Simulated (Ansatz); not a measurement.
Consider the atomization: `B/C=C/CF` → B• + 3 C• + F• + 6 H•.

Calculated with Ansatz (gas phase, PBE0-D4/def2-TZVP geometries, no zero-point term in ΔE). CCSD(T)/CBS adds triple-zeta CCSD(T) − MP2 to the extrapolated MP2 energy (def2 sets, frozen cores). This one scheme is used for every species, atoms too. Functionals use def2-TZVPP. B3LYP here is the variant with VWN-RPA as its local correlation; programs differ in this. No spin–orbit coupling; open shells (•) take unrestricted orbitals. Spin–orbit coupling would lower the free atoms: a little for B, C, F. Each species was taken in one conformer, which may not be the lowest.

```csv
level,ΔE (kJ/mol),difference from CCSD(T)/CBS
PBE-D4,4480.4,127.1
r2SCAN-D4,4392.6,39.3
PBE0-D4,4404.5,51.2
B3LYP-D4,4383.4,30.1
ωB97X-V,4371.4,18.1
ωB97M-V,4383.4,30.1
B2PLYP,4340.2,-13.1
PBE,4463.3,110.0
r2SCAN,4388.3,35.0
PBE0,4390.3,37.0
B3LYP,4356.2,2.9
HF/def2-TZVPP,3300.0,-1053.3
MP2/def2-TZVPP,4338.5,-14.8
SCS-MP2/def2-TZVPP,4308.1,-45.2
CCSD/def2-TZVPP,4197.9,-155.4
CCSD(T)/def2-TZVPP,4258.4,-94.9
HF/def2-QZVPP,3303.9,-1049.4
MP2/def2-QZVPP,4394.3,41.0
SCS-MP2/def2-QZVPP,4370.0,16.7
HF/CBS(def2),3304.6,-1048.7
MP2/CBS(def2),4433.4,80.1
CCSD/CBS(def2),4292.8,-60.5
CCSD(T)/CBS,4353.3,0
```

Largest T1 diagnostic among the species: 0.014.

In def2-TZVPP, CCSD(T) changes the Hartree–Fock value by +958.5 kJ/mol (the triples alone add +60.5 kJ/mol) and MP2 by +1038.5 kJ/mol; breaking electron pairs costs correlation energy, which Hartree–Fock lacks. From PBE to PBE0 (25 % exact exchange), in def2-TZVPP and without D4, ΔE moves by −73.0 kJ/mol: exact exchange takes away binding that semilocal exchange gives to molecules. The D4 term adds +27.2 kJ/mol with B3LYP and +14.2 kJ/mol with PBE0; it sums over pairs of atoms, weighted by their polarisabilities, and B3LYP, whose exchange is more repulsive, gets the larger term.

For atomizations the MP2-based limit and the directly extrapolated one differ by several kJ/mol either way, and by 10 to 25 for some Ge, Se and Sn compounds, so smaller differences from it don't rank the levels.
